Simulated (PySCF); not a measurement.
Molecule: CH₃Cl₅Si₂, SMILES C([Si](Cl)(Cl)Cl)[SiH](Cl)Cl. Atoms near the plane z = 0.0 Å, at the PBE0/def2-SVP optimised geometry (x, y, z in Å): Si1 (0.8, 0.3, 0.0), Cl2 (2.9, 0.3, 0.0), Cl8 (-2.9, -0.1, 0.7), H9 (0.3, 1.7, 0.0).

Calculation: PBE0/def2-TZVP (PySCF). Cells within 0.4 Å of a nucleus heavier than hydrogen are left out (blank, or x). The values are rescaled to run from 0 to 1.

```
|000000000000000000000000000|
|000000000000000000000000000|
|000000000000000000000000000|
|000000000000000000000000000|
|000000000000001000000000000|
|000000000000489830000000000|
|000000000004999980000000000|
|000000000008999991001210000|
|000001100008999991024542000|
|000123420006999981157875200|
|001356663002899853578987410|
|002578886100350403871187510|
|013678887200106xx283xx57510|
|013688887200111x3386xx77510|
|013688887200121004788887410|
|003678886100012211478886300|
|001467774000000100146663100|
|000245541000000000013321000|
|000012210000000000000000000|
|000000000000000000000000000|
|000000000000000000000000000|
|000000000000000000000000000|
|000000000000000000000000000|
|000000000000000000000000000|
|000000000000000000000000000|
|000000000000000000000000000|
|000000000000000000000000000|
```
Scale: ten equal steps from 0.000 (start of '0') to 1.00 (end of '9'), in the order '0123456789'; x runs from -5.00 to 5.00, y from -5.00 (bottom) to 5.00 (top).

Task: Which quantity is mapped?
A. an orbital amplitude
B. electron localisation function
C. log10 of the electron density
D. deformation density (molecule minus spherical neutral atoms)

Result: B, electron localisation function
